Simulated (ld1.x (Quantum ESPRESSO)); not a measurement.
What one change does to a pseudopotential (Bi, ultrasoft)

- Element: Bi (Z = 83)
- Generator: ld1.x (Quantum ESPRESSO) 7.5
- Type: ultrasoft
- Functional: PBE
- Relativity: scalar-relativistic
- Frozen core: [Xe] 4f14
- Valence charge: 15
- Reference configuration: 5d10 6s2 6p3
- Partial waves: 6s (bound): rcut 1.60, rcutus 2.10 bohr; 6s channel at 2.75 Ry: rcut 1.60, rcutus 2.10 bohr; 6p (bound): rcut 1.50, rcutus 2.10 bohr; 6p channel at 0.2 Ry: rcut 1.50, rcutus 2.10 bohr; 5d (bound): rcut 1.10, rcutus 1.35 bohr; 5d channel at -1.1 Ry: rcut 1.10, rcutus 1.35 bohr
- Local potential: all-electron potential smoothed inside 1.60 bohr (lloc = -1)
- Core correction: a·sin(br)/r model core inside 1.40 bohr
- Augmentation charge: PSQ, radius 0.80 bohr

All-electron outer shells of the reference configuration (PBE, scalar-relativistic, ld1.x):

```tsv
shell	level (eV)	outermost node (bohr)	outermost maximum (bohr)
4f	-152.59	–	0.34
5p	-95.86	0.48	0.86
5d	-27.08	0.51	1.03
6s	-14.48	0.98	1.88
6p	-4.57	1.14	2.44
```

Change: waves 6p (bound): rcut 1.50, rcutus 2.90 bohr; 6p channel at 0.2 Ry: rcut 1.50, rcutus 2.90 bohr.

Cutoffs: the cutoffs (Ry, on a coarse ladder) from which the occupation-weighted sum of valence levels, in a spherical-Bessel basis at the reference potential, stays within 10 and 1 mRy of its value at 400 Ry; they do not see the model core or the augmentation charge, which bear on the density cutoff. Errors are all-electron minus pseudo energies relative to the spin-unpolarised reference configuration.

**Question.** What does the change do?

**Answer.** The potential gets neither clearly harder nor softer (70 Ry and 110 Ry → 70 Ry and 120 Ry); the bound ghosts move from p, s to s; the number of tests that count goes from 7 to 5 (the test run of the changed file stopped, so its transferability is not established); of the 5 tests that both files solve, the error grows in 0 and shrinks in 1 by more than 15 % and 0.3 meV (median size 9.7 → 9.3 meV).

| quantity | base | changed |
| --- | --- | --- |
| cutoff, loose | 70 Ry | 70 Ry |
| cutoff, tight | 110 Ry | 120 Ry |
| bound ghosts | s, p | s |
| tests counted (converged, no solver errors) | 7 of 7 | 5 of 7 (the test run stopped) |
| error for 5d10 6s2 6p2, meV [ΔE 7.91 eV] | -3.4 | -3.2 |
| error for 5d10 6s2 6p1, meV [ΔE 23.16 eV] | -9.7 | -9.3 |
| error for 5d10 6s2 6p0, meV [ΔE 46.50 eV] | -20 | -19 |
| error for 5d10 6s1 6p0, meV [ΔE 91.91 eV] | +9.7 | 0.0 |
| error for 5d10 6s0 6p5, meV [ΔE 20.50 eV] | +190 | +205 |
| lowest overlap eigenvalue by channel | s 0.40, p 0.56, d 0.91 | s 0.40, p 0.36, d 0.91 |

Changed file: Tests not counted: 5d9 6s2 6p3 (solver errors, printed error -1911 eV). A true bound ghost makes a file unfit for plane-wave use even where its test errors are small: the radial tests pick states by their node count and pass the ghost by. Where a test does run into it, the solver fails or the error is huge.
